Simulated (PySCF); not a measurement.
CCl3, SMILES Cl[C](Cl)Cl (connectivity only; charge and spin as stated), charge +1, multiplicity 1. The structure is a stationary point at TPSSh-D3(BJ)/def2-SVP. The multiplicity is an assumed one; other spin states were not compared. The isomer is the one that the SMILES or the coordinates give; other isomers of the formula were not compared.

TDDFT-M06-2X/def2-SVPD (PySCF) puts the lowest singlet excitations at 3.79, 4.83, 4.83, 5.55, 5.55, 7.40 eV.

Task: What are the lowest excitation roots from ADC(2)/aug-cc-pVDZ run with PySCF 2.14.0? (Estimate from the structure and the level; the computed values follow.)

Result: 3.63, 4.91, 4.91, 5.01, 5.01, 7.37 eV. S1 differs by -0.16 eV (second minus first; roots are paired by order, and the bases may differ).
